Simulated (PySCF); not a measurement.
Compound: C2H11BN2.
SMILES with atom numbers: `[BH3-:1][NH2+:2][CH2:3][CH2:4][NH2:5]` (hydrogens: H6, H7, H8 on B1; H9, H10 on N2; H11, H12 on C3; H13, H14 on C4; H15, H16 on N5)

Method: PySCF 2.14.0, PBE0-D3(BJ)/def2-SVP geometry optimisation, gas phase; density fitting, grid level 1; the optimiser is geomeTRIC in internal coordinates, started from a GFN2-xTB structure with every atom displaced at random (about 0.01 Å).

At the end of the run (lengths in Å): B1–H7 1.226, B1–N2 1.626, C3–C4 1.525, B1–H8 1.226, C4–H13 1.103, C3–H12 1.101, C4–N5 1.443, N2–C3–C4 113.4°, B1–N2–C3 115.7°, C3–C4–N5 116.5°, B1–N2–C3–C4 -174°, N2–C3–C4–N5 59°, H13–C4–N5–H15 167°, H15–N5–C4–C3 -72°.

Problem. These geometries were met on the way; a selection of coordinates is given. Order them by energy above the end point, lowest first.
A. B1–H7 1.236, B1–N2 1.614, C3–C4 1.535, B1–H8 1.228, C4–H13 1.096, C3–H12 1.103, C4–N5 1.440, N2–C3–C4 114.4°, B1–N2–C3 115.1°, C3–C4–N5 116.8°, B1–N2–C3–C4 -173°, N2–C3–C4–N5 62°, H13–C4–N5–H15 175°, H15–N5–C4–C3 -65°
B. B1–H7 1.167, B1–N2 1.667, C3–C4 1.490, B1–H8 1.194, C4–H13 1.128, C3–H12 1.085, C4–N5 1.455, N2–C3–C4 112.1°, B1–N2–C3 115.1°, C3–C4–N5 116.6°, B1–N2–C3–C4 -173°, N2–C3–C4–N5 71°, H13–C4–N5–H15 177°, H15–N5–C4–C3 -62°
C. B1–H7 1.225, B1–N2 1.627, C3–C4 1.525, B1–H8 1.226, C4–H13 1.103, C3–H12 1.101, C4–N5 1.444, N2–C3–C4 113.4°, B1–N2–C3 115.6°, C3–C4–N5 116.7°, B1–N2–C3–C4 -174°, N2–C3–C4–N5 61°, H13–C4–N5–H15 172°, H15–N5–C4–C3 -67°

Solution. C (0.002 eV), A (0.016 eV), B (0.167 eV).

```json
{"step": "3", "E above end (eV)": "0.002", "rms distance from the end, all atoms (Å)": "0.043", "largest force (eV/Å)": "0.043", "rms shift of all bonds from the end (Å)": "0.001"}
{"step": "1", "E above end (eV)": "0.016", "rms distance from the end, all atoms (Å)": "0.067", "largest force (eV/Å)": "0.555", "rms shift of all bonds from the end (Å)": "0.006"}
{"step": "0", "E above end (eV)": "0.167", "rms distance from the end, all atoms (Å)": "0.152", "largest force (eV/Å)": "2.206", "rms shift of all bonds from the end (Å)": "0.024"}
```

Rows stand in the order of the answer.
